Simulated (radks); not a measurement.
Mn, configuration [Ar] 3d5 4s2. Calculated with a radial shooting solver on a logarithmic mesh with Libxc functionals: scalar-relativistic Kohn-Sham, r2SCAN, spin-polarised, spherical densities, finite nucleus; open shells are filled with parallel spins first; meta-GGA in the generalised Kohn-Sham scheme; Fermi nuclear charge, rms radius 3.7057 fm.

Normalised radial functions P(r) = r R(r), r in bohr:

r,4s up
0.002008,0.0154
0.003019,0.0224
0.004577,0.0324
0.006883,0.0456
0.01043,0.0624
0.01569,0.0806
0.02379,0.0956
0.03577,0.0964
0.05422,0.0663
0.08154,-0.0065
0.1236,-0.1110
0.1859,-0.1721
0.2818,-0.0858
0.4237,0.1433
0.6423,0.2859
0.9659,0.0792
1.464,-0.3551
2.202,-0.6248
3.338,-0.5386
5.019,-0.2512
7.609,-0.0521
11.44,-0.0043

4s up: eigenvalue -5.759 eV, 3 radial nodes at r = 0.0792, 0.334, 1.05 bohr, <r> = 2.96 bohr, 90 % of the charge inside 4.48 bohr.
